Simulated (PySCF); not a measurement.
**In₂F⁺: one-bond stretch**

All numbers come from PySCF, PBE0, basis F def2-TZVP, In def2-TZVP with ECP28 (scalar-relativistic core potentials, no spin–orbit coupling, density fitting).

Rigid scan from the singlet minimum (F–In 2.198 Å (×2); In–F–In 180.0°). Coordinate: the bond from F to the last atom (In) scaled, the rest fixed. Energies in kJ/mol from the minimum.

```json
{"scale of one bond": "0.92", "E (kJ/mol)": "13.1", "dipole size (D, about the centre of mass)": "1.15"}
{"scale of one bond": "0.96", "E (kJ/mol)": "2.8", "dipole size (D, about the centre of mass)": "0.57"}
{"scale of one bond": "1.00", "E (kJ/mol)": "0.0", "dipole size (D, about the centre of mass)": "0.00"}
{"scale of one bond": "1.05", "E (kJ/mol)": "3.1", "dipole size (D, about the centre of mass)": "0.70"}
{"scale of one bond": "1.12", "E (kJ/mol)": "14.2", "dipole size (D, about the centre of mass)": "1.64"}
{"scale of one bond": "1.20", "E (kJ/mol)": "30.8", "dipole size (D, about the centre of mass)": "2.66"}
{"scale of one bond": "1.35", "E (kJ/mol)": "62.1", "dipole size (D, about the centre of mass)": "4.41"}
{"scale of one bond": "1.55", "E (kJ/mol)": "95.7", "dipole size (D, about the centre of mass)": "–"}
{"scale of one bond": "1.80", "E (kJ/mol)": "124.1", "dipole size (D, about the centre of mass)": "–"}
{"scale of one bond": "2.20", "E (kJ/mol)": "150.2", "dipole size (D, about the centre of mass)": "–"}
```

At long bonds a restricted determinant can lie too high, and another spin state can fall below this curve.
